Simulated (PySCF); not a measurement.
```xyz
3
charge 1 multiplicity 3, angstrom
Cl    0.0000   -1.0618    0.0000
I     2.2943   -0.5670    0.0000
I    -2.2943    0.8596    0.0000
```

Computed with UPBE0 in PySCF with Cl def2-SVP, I def2-SVP with ECP28; scalar-relativistic core potentials, no spin–orbit coupling; density-fitted integrals.

This geometry of [ClI2]+ is a stationary point at this level.

Problem. What is the point group?

Solution. Cs.

Problem. Is it a minimum?

Solution. Yes: all harmonic wavenumbers are real, though the softest, 38 cm⁻¹, leaves little margin.

Problem. List the harmonic modes with their infrared intensities.

Solution. 
```csv
symmetry,ω (cm⁻¹),IR (km/mol)
a',38,0.5
a',100,1.5
a',358,31.5
```

Problem. What are the dipole moment and the gap between the highest occupied and lowest empty levels of either spin?

Solution. 1.14 D about the centre of mass and 1.73 eV.

Problem. Give the atomic charges and bond orders.

Solution. 
| atom | Mulliken | Löwdin | polar tensor | spin (Mulliken) | Mayer order to Cl1 |
| --- | --- | --- | --- | --- | --- |
| Cl1 | -0.04 | 0.08 | 0.33 | 0.25 | – |
| I2 | 0.50 | 0.41 | 0.28 | 0.23 | 1.02 |
| I3 | 0.53 | 0.51 | 0.39 | 1.51 | 0.35 |

Only a few start shapes were tried, so a lower isomer may exist. At this level a singlet minimum of C2v symmetry lies 17 kJ/mol below this structure. Spin–orbit coupling, left out here, can matter for elements this heavy.
